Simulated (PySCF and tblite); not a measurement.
Results of a calculation; reference values are marked as such.
2 regioisomers of C₅H₇F₃S:

```csv
isomer,SMILES
A,[F:1][C:2]([F:3])([F:4])[C@@H:5]1[CH2:6][CH2:7][CH2:8][S:9]1
B,[F:1][C:2]([F:3])([F:4])[C@@H:5]1[CH2:6][CH2:7][S:8][CH2:9]1
```

Protocol: conformer search, at most 6 conformers an isomer, GFN2-xTB geometries, energies CAM-B3LYP/pcSseg-1 (D3(BJ) added where defined), weights at 298.15 K with GFN2-xTB thermal terms. Programs: PySCF with density fitting and tblite.

Q: Rank the isomers by free energy at 298.15 K.

A: 
```tsv
isomer	ΔG (kcal/mol)	ΔE, lowest conformer	conformers	largest weight %	rms dipole (D)
B	0.0	0.0	2	78	1.72
A	0.5	0.3	2	72	3.35
```

ΔG is for one enantiomer.
